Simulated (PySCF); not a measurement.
Compound: C₆H₁₀F₃N.
SMILES with atom numbers: `[F:1][C:2]([F:3])([F:4])[C@@H:5]1[CH2:6][CH2:7][CH2:8][CH2:9][NH:10]1` (hydrogens: H11 on C5; H12, H13 on C6; H14, H15 on C7; H16, H17 on C8; H18, H19 on C9; H20 on N10)

Structure optimised with GFN2-xTB, isolated species.

Give the optimised bond lengths and angles.

```tsv
bond	length (Å)
F1–C2, C2–F3, C2–F4	1.341
C2–C5	1.524
C5–C6	1.538
C6–C7	1.528
C7–C8	1.528
C8–C9	1.532
C9–N10	1.452
C5–N10	1.450
C5–H11	1.098
C6–H12	1.093
C6–H13	1.091
C7–H14	1.091
C7–H15	1.092
C8–H16	1.090
C8–H17	1.093
C9–H18	1.094
C9–H19	1.091
N10–H20	1.017
```

Bonds in one row agree within 0.01 Å and their mean is given. A selection of angles:
```tsv
angle	degrees
F1–C2–F3	106.5
F1–C2–C5	112.0
F3–C2–F4	106.6
F3–C2–C5	113.0
C2–C5–C6	110.1
C2–C5–N10	108.3
C6–C5–N10	113.5
C5–C6–C7	109.1
C6–C7–C8	110.1
C7–C8–C9	109.6
C8–C9–N10	112.8
C5–N10–C9	111.4
H20–N10–C9	109.8
H20–N10–C5	109.7
```

Torsions: F1–C2–C5–C6 -56° (synclinal); C2–C5–C6–C7 -177° (antiperiplanar); C5–C6–C7–C8 55° (synclinal); C6–C7–C8–C9 -56° (synclinal); C7–C8–C9–N10 56° (synclinal); C8–C9–N10–C5 -56° (synclinal); C2–C5–N10–C9 178° (antiperiplanar).

Of the pairs four or more bonds apart, F4···H20 is among the closest relative to their van der Waals radii: 2.46 Å, 92 % of the sum of Bondi's values. N10 (secondary amine nitrogen) is pyramidal (angles 111.4°, 109.8° and 109.7°, sum 331.0°, 0.40 Å off the plane of its three neighbours). The 6-membered ring C5–C6–C7–C8–C9–N10 has internal angles of 109.1° to 113.5° (sum 666°, against 720° for a flat polygon); it is puckered, 0.23 Å rms from its mean plane, widest ring torsion 56°.

Point group: C1 (no symmetry element, even within 0.4 Å). No frequency check. The numbers are those of one conformer.

The numbers are calculated, not measured.
